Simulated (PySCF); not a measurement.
C6H12O.
Numbering: `[CH2:1]=[CH:2][O:3][C@H:4]([CH3:5])[CH2:6][CH3:7]` (hydrogens: H8, H9 on C1; H10 on C2; H11 on C4; H12, H13, H14 on C5; H15, H16 on C6; H17, H18, H19 on C7)

Structure used (PBE0-D3(BJ)/def2-SVP), in Å, numbered top down from 1:
```
atom  x, y, z in Å
C1     2.4270    1.3110    0.3787
C2     1.9032    1.1669   -0.8452
O3     0.8061    0.4974   -1.2268
C4     0.0270   -0.1817   -0.2498
C5    -0.7165   -1.2762   -0.9859
C6    -0.8861    0.8088    0.4665
C7    -1.6470    0.2105    1.6384
H8     3.3491    1.8825    0.4882
H9     1.9848    0.8889    1.2823
H10    2.3816    1.6251   -1.7171
H11    0.7108   -0.6450    0.4872
H12   -1.4046   -0.8394   -1.7259
H13   -1.2991   -1.8954   -0.2895
H14   -0.0074   -1.9266   -1.5173
H15   -0.2702    1.6521    0.8168
H16   -1.5852    1.2258   -0.2784
H17   -2.3560   -0.5688    1.3194
H18   -0.9613   -0.2455    2.3713
H19   -2.2264    0.9818    2.1672
```

Level: wB97X-D/def2-SVPD in PySCF, non-relativistic, on one gas-phase PBE0-D3(BJ)/def2-SVP geometry that isn't relaxed in the solvent. The solvent is an IEF-PCM continuum (van der Waals radii × 1.2). Only the electrostatic response of the medium enters.

Gas phase at wB97X-D/def2-SVPD: HOMO -8.44 eV, LUMO 2.32 eV, dipole 1.12 D.

Task: What does the continuum do to the energy, the frontier levels and the dipole at wB97X-D/def2-SVPD in chloroform and water?

Result: 
```
   solvent      ε  E(solvent) − E(gas) (kJ/mol)  polarisation term (kJ/mol)  distortion of the solute (kJ/mol)  HOMO (eV)  LUMO (eV)  dipole (D)
chloroform  4.711                         -9.22                       -9.98                               0.76      -8.50       2.45        1.40
     water  78.36                        -13.38                      -15.14                               1.76      -8.54       2.46        1.56
```

The polarisation term is half the interaction of the solute with the surface charges that it induces; the rest is the cost of distorting the solute's density. The sum is the electrostatic part of solvation alone. The atom shares or the degeneracy of the LUMO differ from the gas phase in water, so that column needn't follow one orbital. From chloroform to water the lowering changes by a factor 1.45, Onsager's factor (ε − 1)/(2ε + 1) by 1.38 and ε itself by 16.6.

Task: Which radius a makes the point-dipole formula ΔE = −[(ε − 1)/(2ε + 1)]·μ²/a³ give the value in water, with the gas-phase dipole?

Result: μ = 0.440 au and |ΔE| = 0.00510 Eh give a = 1.40 Å; the farthest nucleus lies 3.73 Å from the centroid of the nuclei, so such a sphere wouldn't even hold the nuclei. The formula assumes a rigid point dipole at the centre of a sphere.

Task: Give the dipole vector in the frame of the coordinates (D, pointing from negative to positive charge), gas and water.

Result: Gas (-0.70, -0.40, 0.77), solvent (-0.85, -0.59, 1.18). Its length changes by +40 % and its direction by 6°.

Task: How does the static polarisability (wB97X-D/def2-SVPD, frozen core, with the continuum's full static response) change?

Result: 
| medium | isotropic (au) | principal values (au) | ⟨r²⟩ of the electrons (bohr²) |
| --- | --- | --- | --- |
| gas | 79.0 | 67.5, 79.7, 89.8 | 945.2 |
| chloroform | 97.3 | 85.0, 97.8, 109.3 | 944.9 |
| water | 107.4 | 95.8, 106.5, 119.9 | 944.7 |

The isotropic value in water is 1.36 times the gas-phase one; no cavity-field correction is applied. ⟨r²⟩ is taken about the centre of nuclear charge.

Hardware: x86-64 server, one thread, shared host. Cost: 54 s wall. This is the whole response run at wB97X-D/def2-SVPD in water, SCF included.

Note: wB97X-D ran without an empirical dispersion term, which enters the total energy and its gradient alone.
